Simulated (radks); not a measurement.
Problem. The terbium ion Tb7+ is in [Kr] 4d10 4f(5/2: 5, 7/2: 0) 5s2 5p(1/2: 2, 3/2: 3). Method: Dirac Kohn-Sham, relativistic LDA (MacDonald-Vosko exchange, VWN5 correlation), spin-unpolarised, spherical densities, finite nucleus; Fermi nuclear charge, rms radius of each element as measured or else 0.836 A^(1/3) + 0.57 fm; computed with a radial shooting solver on a logarithmic mesh with Libxc functionals. Sub-shells are occupied by j as written (lower j first in brackets). One electron is removed from 5p1/2, 5s1/2, 5p3/2, 4f5/2 in turn, with full relaxation. Which removal costs least, and what does each cost?

Solution. 5p3/2 125.15 eV; 5p1/2 132.23 eV; 4f5/2 133.81 eV; 5s1/2 155.78 eV. The 5p3/2 electron leaves first.
